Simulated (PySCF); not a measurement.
SMILES [CH3][Ge]([CH3])([CH3])[CH2][SiH2]Cl at its GFN2-xTB optimised geometry (Å):

```
20

Si    -2.2117    -0.4455     0.0000
Cl    -2.8735     1.4583     0.0000
C     -0.3222    -0.4455     0.0000
Ge     0.5535     0.1922    -1.6850
C      2.5223     0.1849    -1.3868
C      0.1041    -1.0599    -3.1600
C     -0.0388     2.0261    -2.1509
H     -2.7210    -1.0825     1.2163
H     -2.7636    -1.1037    -1.1839
H      0.0438     0.1695     0.8220
H      0.0315    -1.4583     0.1887
H      2.8735    -0.8086    -1.1238
H      3.0452     0.5000    -2.2851
H      2.7957     0.8633    -0.5837
H     -0.9596    -1.0406    -3.3768
H      0.3795    -2.0785    -2.9026
H      0.6374    -0.7861    -4.0658
H     -1.0959     2.0428    -2.3970
H      0.1234     2.7086    -1.3220
H      0.5162     2.3970    -3.0082
```

Calculation: B3LYP/def2-SVP run with PySCF 2.14.0. Cells within 0.4 Å of a nucleus heavier than hydrogen are left out (blank, or x).

Map of the Laplacian of the electron density (e/bohr⁵), clipped to [-1.50, 1.50] on the plane z = 0.0 Å:

```
|333333333333333333333333333|
|333333333333333333333333333|
|333333333333333333333333333|
|333333333333333333333333333|
|333333333333333333333333333|
|333333333333333333333333333|
|333333333333333333333333333|
|333344343333333333333333333|
|333429914333333333333333333|
|33341xx24333333333333333333|
|33340xx14333333333333333333|
|333441034333333333334333333|
|333344333334444333333333333|
|333333899433424433333333333|
|3333349xx621xx4433333333333|
|3333339x9432x24433333333333|
|333333355334203333333333333|
|333333333334303333333333333|
|333333333333343333333333333|
|333333333333333333333333333|
|333333333333333333333333333|
|333333333333333333333333333|
|333333333333333333333333333|
|333333333333333333333333333|
|333333333333333333333333333|
|333333333333333333333333333|
|333333333333333333333333333|
```
Scale: ten equal steps from -0.859 (start of '0') to 1.50 (end of '9'), in the order '0123456789'; x runs from -5.00 to 5.00, y from -5.00 (bottom) to 5.00 (top).
